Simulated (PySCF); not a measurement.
# Basis and Hamiltonian dependence of the excitation energy of Ni

Ni [Ar] 3d8 4s2 (3F) → Ni [Ar] 3d8 4s1 4p1 (high-spin determinant). All values are computed (PySCF 2.14, energy differences of UHF-based or UKS calculations, no spin-orbit coupling). Values in eV.

```json
{"basis": "Sapporo-DKH3-DZP-2012", "Hamiltonian": "spin-free X2C", "functions": "40", "UHF": "3.744", "PBE": "4.864", "PBE0": "4.622", "MP2 (valence)": "4.436", "CCSD(T) (valence)": "n/a", "CCSD(T) (valence and next inner shell)": "n/a"}
{"basis": "aug-cc-pVDZ", "Hamiltonian": "non-relativistic", "functions": "59", "UHF": "2.024", "PBE": "3.339", "PBE0": "3.089", "MP2 (valence)": "2.997", "CCSD(T) (valence)": "3.162", "CCSD(T) (valence and next inner shell)": "n/a"}
{"basis": "ANO-RCC-VTZP", "Hamiltonian": "spin-free X2C", "functions": "59", "UHF": "2.265", "PBE": "3.620", "PBE0": "3.352", "MP2 (valence)": "3.207", "CCSD(T) (valence)": "3.389", "CCSD(T) (valence and next inner shell)": "3.436"}
{"basis": "aug-cc-pVDZ-DK", "Hamiltonian": "spin-free X2C", "functions": "59", "UHF": "2.134", "PBE": "3.486", "PBE0": "3.227", "MP2 (valence)": "3.132", "CCSD(T) (valence)": "3.290", "CCSD(T) (valence and next inner shell)": "n/a"}
{"basis": "x2c-TZVPPall with one added diffuse shell each of s, p, d, f type", "Hamiltonian": "spin-free X2C", "functions": "80", "UHF": "2.127", "PBE": "3.496", "PBE0": "3.233", "MP2 (valence)": "3.147", "CCSD(T) (valence)": "3.294", "CCSD(T) (valence and next inner shell)": "3.344"}
{"basis": "aug-cc-pVTZ", "Hamiltonian": "non-relativistic", "functions": "93", "UHF": "2.016", "PBE": "3.347", "PBE0": "3.091", "MP2 (valence)": "3.024", "CCSD(T) (valence)": "3.181", "CCSD(T) (valence and next inner shell)": "n/a"}
{"basis": "aug-cc-pVTZ-DK", "Hamiltonian": "spin-free X2C", "functions": "93", "UHF": "2.125", "PBE": "3.496", "PBE0": "3.230", "MP2 (valence)": "3.163", "CCSD(T) (valence)": "3.312", "CCSD(T) (valence and next inner shell)": "n/a"}
{"basis": "ANO-RCC-VQZP", "Hamiltonian": "spin-free X2C", "functions": "95", "UHF": "2.142", "PBE": "n/a", "PBE0": "n/a", "MP2 (valence)": "3.152", "CCSD(T) (valence)": "3.314", "CCSD(T) (valence and next inner shell)": "n/a"}
{"basis": "def2-QZVPPD", "Hamiltonian": "non-relativistic", "functions": "100", "UHF": "2.016", "PBE": "3.341", "PBE0": "3.087", "MP2 (valence)": "3.035", "CCSD(T) (valence)": "3.180", "CCSD(T) (valence and next inner shell)": "n/a"}
{"basis": "dyall-av2z", "Hamiltonian": "non-relativistic", "functions": "101", "UHF": "2.032", "PBE": "3.358", "PBE0": "3.105", "MP2 (valence)": "2.969", "CCSD(T) (valence)": "3.144", "CCSD(T) (valence and next inner shell)": "n/a"}
{"basis": "x2c-QZVPPall", "Hamiltonian": "spin-free X2C", "functions": "108", "UHF": "2.125", "PBE": "3.489", "PBE0": "3.225", "MP2 (valence)": "3.171", "CCSD(T) (valence)": "n/a", "CCSD(T) (valence and next inner shell)": "n/a"}
{"basis": "aug-cc-pVTZ with one added diffuse shell each of s, p, d, f, g type", "Hamiltonian": "non-relativistic", "functions": "118", "UHF": "2.015", "PBE": "3.347", "PBE0": "3.091", "MP2 (valence)": "3.043", "CCSD(T) (valence)": "n/a", "CCSD(T) (valence and next inner shell)": "n/a"}
{"basis": "aug-cc-pwCVTZ-DK", "Hamiltonian": "spin-free X2C", "functions": "127", "UHF": "2.124", "PBE": "3.492", "PBE0": "3.228", "MP2 (valence)": "3.169", "CCSD(T) (valence)": "n/a", "CCSD(T) (valence and next inner shell)": "n/a"}
{"basis": "aug-cc-pwCVTZ", "Hamiltonian": "non-relativistic", "functions": "127", "UHF": "2.015", "PBE": "3.344", "PBE0": "3.089", "MP2 (valence)": "3.030", "CCSD(T) (valence)": "n/a", "CCSD(T) (valence and next inner shell)": "n/a"}
```

Frozen in the all-electron rows: valence: [Ar]; valence and next inner shell: [Ne].

At UHF, Sapporo-DKH3-DZP-2012 lies more than 0.3 eV from the median of the rows with comparable relativity. Of these, Sapporo-DKH3-DZP-2012 has no diffuse functions of the l that the added or promoted electron needs.

One determinant mixes LS terms of the configuration, so the numbers do not refer to single terms. Non-relativistic rows lack the scalar-relativistic shift.
